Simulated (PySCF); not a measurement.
Molfile (atoms numbered from 1):
```
C5H8NPSi
     RDKit          3D

 16 15  0  0  0  0  0  0  0  0999 V2000
   -1.2966   -1.3374   -0.4405 C   0  0  0  0  0  0  0  0  0  0  0  0
   -0.5344   -0.3269   -0.8347 C   0  0  0  0  0  0  0  0  0  0  0  0
   -0.1502    0.7997   -0.0016 C   0  0  0  0  0  0  0  0  0  0  0  0
   -0.7501    2.5023   -0.5817 Si  0  0  0  0  0  4  0  0  0  0  0  0
    0.8057    0.7438    1.3835 P   0  0  0  0  0  0  0  0  0  0  0  0
    1.3170   -1.0890    1.4954 C   0  0  0  0  0  0  0  0  0  0  0  0
    1.8905   -1.5206    0.2595 C   0  0  0  0  0  0  0  0  0  0  0  0
    2.3685   -1.8280   -0.7340 N   0  0  0  0  0  0  0  0  0  0  0  0
   -1.5926   -2.1216   -1.1151 H   0  0  0  0  0  0  0  0  0  0  0  0
   -1.6733   -1.4028    0.5685 H   0  0  0  0  0  0  0  0  0  0  0  0
   -0.2115   -0.2667   -1.8676 H   0  0  0  0  0  0  0  0  0  0  0  0
   -2.2151    2.4883   -0.6171 H   0  0  0  0  0  0  0  0  0  0  0  0
   -0.2334    2.7415   -1.9313 H   0  0  0  0  0  0  0  0  0  0  0  0
   -0.2517    3.5009    0.3620 H   0  0  0  0  0  0  0  0  0  0  0  0
    2.0660   -1.1699    2.2893 H   0  0  0  0  0  0  0  0  0  0  0  0
    0.4537   -1.7045    1.7539 H   0  0  0  0  0  0  0  0  0  0  0  0
  1  2  2  0
  2  3  1  0
  3  4  1  0
  3  5  2  0
  5  6  1  0
  6  7  1  0
  7  8  3  0
  1  9  1  0
  1 10  1  0
  2 11  1  0
  4 12  1  0
  4 13  1  0
  4 14  1  0
  6 15  1  0
  6 16  1  0
M  END
```

PySCF 2.14 calculation with structure optimised with GFN2-xTB and PBE0/pcSseg-1 with gauge-including orbitals; relativity neglected, isolated molecule, single conformer, fast rotation and ring inversion assumed for equivalent nuclei.

Scale: ¹³C and ¹H and ²⁹Si against TMS; ³¹P against H3PO4; NH3 for ¹⁵N (reference shieldings calculated alike).

| atoms | nucleus | count | Hirshfeld charge | δ (ppm) |
| --- | --- | --- | --- | --- |
| C6 | ¹³C | 1 | -0.10 | ? |
| H10 | ¹H | 1 | 0.04 | ? |
| C2 | ¹³C | 1 | -0.04 | 152.8 |
| H9 | ¹H | 1 | 0.05 | 5.39 |
| H12/H13/H14 | ¹H | 3 | -0.07 | 4.50 |
| H15/H16 | ¹H | 2 | 0.06 | 2.91 |
| Si4 | ²⁹Si | 1 | 0.31 | -67.2 |
| H11 | ¹H | 1 | 0.06 | 7.37 |
| N8 | ¹⁵N | 1 | -0.23 | 302.3 |
| P5 | ³¹P | 1 | 0.14 | ? |
| C7 | ¹³C | 1 | 0.07 | ? |
| C1 | ¹³C | 1 | -0.09 | 121.4 |
| C3 | ¹³C | 1 | -0.13 | 224.3 |

Estimate the values marked ?.

Results:


- C7: 121.3 ppm, nitrile carbon; this is the usual window of a C≡N carbon, which has no attached hydrogen
- C6: 17.5 ppm, sp3 CH2 bonded to P, α to a nitrile
- H10: 5.26 ppm, hydrogen on a terminal =CH2 carbon; attached to an sp2 carbon and in the plane of the double bond
- P5: 320.1 ppm, phosphorus bonded to 2 C

Shifts are as computed. Against solution values, carbons near 30 ppm lie about +3 ppm off and those near 130 ppm about +5 ppm. Of 1211 compounds with measured shifts, 218 miss one by over three times the rms of a fit or turn the order of signals round; such compounds aren't used in these exercises. Experimental scales use liquid or dissolved standards, which lie at an offset from isolated NH3 (liquid NH3: subtract about 20 ppm) and H3PO4. Unscaled 15N shifts of sp2 nitrogen come out 20 to 40 ppm too high even then.
